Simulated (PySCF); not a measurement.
A GIAO shielding run with PySCF (density fitting, non-relativistic, gas phase) on SMILES CS(=O)(=O)[N-]S(=O)(=O)C(F)F, [C$_{2}$H$_{4}$F$_{2}$NO$_{4}$S$_{2}$]-:

```
$ OMP_NUM_THREADS=1 python probes_run.py task.json out

{"job": {"kind": "nmr", "xc": "PBE0", "basis": "pcSseg-1"}, "charge": -1, "multiplicity": 1}
C     -2.094178    -0.675307     0.713196
S     -0.321793    -1.065650     0.821022
O      0.075932    -1.610151    -0.464804
O     -0.177280    -1.978465     1.932678
N      0.423687     0.305506     1.155483
S      0.537506     1.271689    -0.078556
O      1.075053     2.545451     0.318941
O     -0.652824     1.330889    -0.900757
C      1.817474     0.497083    -1.210260
F      2.997811     0.373630    -0.565843
F      2.047652     1.307200    -2.271405
H     -2.610944    -1.575491     0.407802
H     -2.182856     0.112007    -0.022879
H     -2.409408    -0.349591     1.694778
H      1.469756    -0.480810    -1.551308
```

Hardware: 1 thread of an Intel Xeon Platinum 8488C, shared host. The job also computes population analyses, field gradients.

**Question.** How large is the calculation?

**Answer.** 106 electrons, 221 basis functions and 1194 auxiliary functions.

**Question.** How long does it take, and how much memory does it need?

**Answer.** 59 s of wall time, with 15 SCF cycles and 4 response iterations; peak memory 1.1 GiB. Times on a shared host scatter by some tens of per cent.
